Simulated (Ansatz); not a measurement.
The Al1–H2 bond of CH6AlN (SMILES C[NH][AlH2]) is stretched (multiplicity 1, the rest rigid).
Geometry at rest (charge 0, multiplicity 1):
```xyz
9

Al    -0.0955     0.2123     1.2106
H     -1.2798     0.7332     2.1134
H      1.3395    -0.1761     1.7395
N     -0.4010     0.0518    -0.5267
C      0.5036    -0.3997    -1.5747
H     -1.3106     0.2930    -0.8951
H      0.6741     0.3709    -2.3341
H      0.1315    -1.2948    -2.0848
H      1.4730    -0.6506    -1.1409
```

Cores are frozen in the correlated methods.

Codes used: Ansatz (a first-principles code). Values without a source in brackets are computed.

Energies above the point at 1.578 Å (the B3LYP-D3(BJ) bond length), FIC-MRCISD+Q on CASSCF(2,2)/cc-pV(D+d)Z (kcal/mol): 5.07 at 1.420 Å; 3.05 at 1.735 Å; 85.73 at 5.048 Å.

Take the last value as the depth D of a Morse curve D(1 − e^(−a(R − R₀)))², fit a and R₀ to the two near points, and test it at 2.130 and 2.761 Å.


With D = 85.7, both near points (counted from the curve's value at 1.578 Å) are met by a = 1.35 Å⁻¹ and R₀ = 1.581 Å, so k = 2Da² = 314 kcal/(mol Å²). The curve then gives 23.6 and 54.6 kcal/mol; the level itself gives 24.5 and 59.2, so Morse is off by -0.9 and -4.7.
